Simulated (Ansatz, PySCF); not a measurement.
Pair of molecules: C2H4 (SMILES C=C) (first 6 atoms) with CH2O2 (SMILES O=CO); geometry from B3LYP-D3(BJ)/def2-TZVP, rigid monomers moved along the line of their centres of mass till C1···H11 is 3.23 Å.
(charge 0, multiplicity 1):
```xyz
11

C     -0.5815    -0.2437    -0.0160
C      0.6177     0.3200     0.0712
H     -0.8066    -1.1666     0.5048
H     -1.3733     0.1904    -0.6147
H      0.8555     1.2381    -0.4526
H      1.4055    -0.1268     0.6657
O      0.3135    -1.2372     4.2153
C     -0.1809    -0.2619     4.7099
O     -0.6343     0.8053     4.0437
H     -0.3267    -0.1183     5.7890
H     -0.4952     0.6570     3.0853
```

Counterpoise-corrected where a basis set is named; no monomer relaxation.

Cores are frozen in the correlated methods.

The values were computed with Ansatz (Gaussian basis) for Hartree–Fock, density functionals and correlated methods; PySCF for the dispersion terms. Each number belongs to the level named beside it.

PBE/def2-TZVPPD gives -1.87 kcal/mol for the interaction energy.

Task: Where do these levels fall relative to PBE: PBE-D3(BJ)/def2-TZVPPD, r2SCAN/def2-TZVPPD, B3LYP/def2-TZVPPD, wB97M-V/def2-TZVPPD, MP2/aug-cc-pVDZ, CCSD(T)/aug-cc-pVDZ.

Result: PBE-D3(BJ)/def2-TZVPPD -0.59; r2SCAN/def2-TZVPPD -0.15; B3LYP/def2-TZVPPD 0.42; wB97M-V/def2-TZVPPD -0.34; MP2/aug-cc-pVDZ -0.23; CCSD(T)/aug-cc-pVDZ -0.16 kcal/mol. 1 of 6 lie above PBE; the widest gap is to PBE-D3(BJ)/def2-TZVPPD.

Ansatz is a program for electronic structure.
